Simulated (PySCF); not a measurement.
**Electron correlation in Mg³⁺ (magnesium, charge +3)**

[He] 2s2 2p5, 2P determinant. Computed with PySCF 2.14 in 6-31G*, with no relativity, point nucleus. Frozen: [He] 2s2; 5 electrons correlated.

Total MP2 correlation energy: -0.42 mhartree.

Same-spin part -0.10 and opposite-spin part -0.32 mhartree; SCS-MP2 scales them by 1/3 and 6/5 to -0.42 mhartree.

```tsv
level	correlation energy (mhartree)
CCSD	-0.44
(T)	0.00
CCSD(T)	-0.44
```

Diagnostics: T1 = 0.00022, D1 = 0.0003, largest double amplitude 0.002.

Cost of the coupled-cluster step: 0.06 s of wall time on 1 thread of Neoverse-V2 (shared host), for 5 correlated electrons.

Iterations:

```
CC2 = 0
CCSD nocc = (np.int64(3), np.int64(2)), nmo = (16, 16)
frozen orbitals [[0, 1], [0, 1]]
max_cycle = 100
direct = 0
conv_tol = 1e-08
conv_tol_normt = 1e-06
diis_space = 8
diis_start_cycle = 0
Init t2, MP2 energy = -0.000421597539272481
Init E_corr(UCCSD) = -0.000421597539442627
cycle = 1  E_corr(UCCSD) = -0.000430217144664833  dE = -8.61960522e-06  norm(t1,t2) = 0.00128927
cycle = 2  E_corr(UCCSD) = -0.00043801578633666  dE = -7.79864167e-06  norm(t1,t2) = 0.000395154
cycle = 3  E_corr(UCCSD) = -0.00044134325612843  dE = -3.32746979e-06  norm(t1,t2) = 0.000138553
cycle = 4  E_corr(UCCSD) = -0.00044139117083442  dE = -4.7914706e-08  norm(t1,t2) = 7.45094e-06
cycle = 5  E_corr(UCCSD) = -0.000441380590620666  dE = 1.05802138e-08  norm(t1,t2) = 1.4499e-06
cycle = 6  E_corr(UCCSD) = -0.000441381273783523  dE = -6.83162857e-10  norm(t1,t2) = 1.53567e-07
UCCSD converged
E(UCCSD) = -195.8369615043937  E_corr = -0.0004413812737835231
UCCSD(T) correction = -1.65342460567873e-06
```
